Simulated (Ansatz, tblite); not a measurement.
Cost and result up the ladder for Au2F2⁻ (the lowest doublet isomer of a short search) (4 atoms). Charge -1, multiplicity 2. Geometry: r2SCAN-D4/def2-TZVPD.

```xyz
4

Au    0.5642    1.0718    0.2905
Au   -0.5651   -1.0706   -0.2918
F     1.0780    2.6821    1.3840
F    -1.0771   -2.6832   -1.3827
```

Ansatz on 4 threads of Intel Xeon on a shared host; xTB runs through tblite on one thread. Times are rough, summed over both states, and most runs start from the orbitals of an earlier one. PBE0-D4/def2-TZVPD serves as the yardstick here, not as an exact answer. The other state is a singlet.

In the def2 sets Au takes a core potential; there is no spin–orbit coupling. The xTB rows come from tblite. The structure comes from a short search, and lower isomers may exist.

Raw xTB energies of ions are shifted by several eV, and xTB has no spin-polarisation term.

```tsv
level	functions	wall time	vertical IE (eV)	difference from PBE0-D4/def2-TZVPD (eV)	remarks
GFN1-xTB	26	0.02 s	8.75	3.96	–
GFN2-xTB	26	0.022 s	7.76	2.98	–
PBE-D4/def2-TZVPD	166	18 s	4.51	-0.28	restricted, untested (singlet)
r2SCAN-D4/def2-TZVPD	166	27 s	4.66	-0.13	–
PBE0-D4/def2-TZVPD (with forces)	166	32 s	4.79	0.00	–
```
